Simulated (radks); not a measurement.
All-electron atom: I in [Kr] 4d10 5s2 5p(up 3, down 2).

Method: scalar-relativistic Kohn-Sham, SCAN, spin-polarised, spherical densities, finite nucleus; meta-GGA in the generalised Kohn-Sham scheme; Fermi nuclear charge, rms radius 4.75 fm; computed with a radial shooting solver on a logarithmic mesh with Libxc functionals.

Energy parts (eV):
part                       energy
total                 -193679.059
kinetic                203293.770
electron-nucleus      -468595.268
Hartree                 76577.677
exchange-correlation    -4955.238

Orbitals (lengths in bohr, moments of r in powers of bohr; r(90%) holds 90 % of the orbital's charge):
| orbital | occ. | eigenvalue (eV) | r(90%) |
|---|---|---|---|
| 1s up | 1 | -33040.86 | 0.0490 |
| 1s down | 1 | -33040.83 | 0.0490 |
| 2s up | 1 | -5122.755 | 0.181 |
| 2s down | 1 | -5122.740 | 0.181 |
| 2p up | 3 | -4594.046 | 0.167 |
| 2p down | 3 | -4594.015 | 0.167 |
| 3s up | 1 | -1041.315 | 0.460 |
| 3s down | 1 | -1041.290 | 0.460 |
| 3p up | 3 | -868.5446 | 0.468 |
| 3p down | 3 | -868.5104 | 0.468 |
| 3d up | 5 | -610.6989 | 0.453 |
| 3d down | 5 | -610.6561 | 0.453 |
| 4s up | 1 | -185.2503 | 1.07 |
| 4s down | 1 | -185.1757 | 1.07 |
| 4p up | 3 | -130.8208 | 1.16 |
| 4p down | 3 | -130.7543 | 1.16 |
| 4d up | 5 | -51.3456 | 1.41 |
| 4d down | 5 | -51.2327 | 1.41 |
| 5s up | 1 | -18.4701 | 2.90 |
| 5s down | 1 | -17.5885 | 2.91 |
| 5p up | 3 | -7.7337 | 3.68 |
| 5p down | 2 | -6.9095 | 3.74 |

The highest occupied level is 5p down at -6.910 eV. Summed over all electrons, <r^2> = 61.24 bohr^2, which gives a Langevin (diamagnetic) susceptibility term of -48.5 x 10^-6 cm^3/mol.
